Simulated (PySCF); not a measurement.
Computed shifts of a molecule C2H7ClOSi, PBE0/pcSseg-1 (PySCF), GIAO, gas phase, atoms alike by connectivity averaged where their shifts nearly agree, in ppm (number of nuclei): ¹³C: 65.2 (1), 22.4 (1). ²⁹Si: -2.8 (1). ¹H: 5.34 (1), 4.90 (1), 3.87 (1), 1.55 (3), -0.24 (1). References: ¹³C against TMS (σ = 186.3 ppm); ¹⁷O against H2O (σ = 334.2 ppm); ²⁹Si against TMS (σ = 352.7 ppm); ³⁵Cl against HCl (σ = 945.9 ppm); ¹H against TMS (σ = 31.56 ppm), references at their B3LYP-D3(BJ)/def2-TZVP geometries, non-relativistic (without spin–orbit terms, shifts of atoms bonded to Cl or Br come out too high). Geometry optimised at r2SCAN-D4/def2-SVP. Other conformers were not sampled.

Question: Which structure fits?
A. C[Si](C)(O)Cl
B. C[C@@H](O)[SiH2]Cl
C. CO[Si@@H](C)Cl
D. COC[SiH2]Cl

Answer: B, C[C@@H](O)[SiH2]Cl
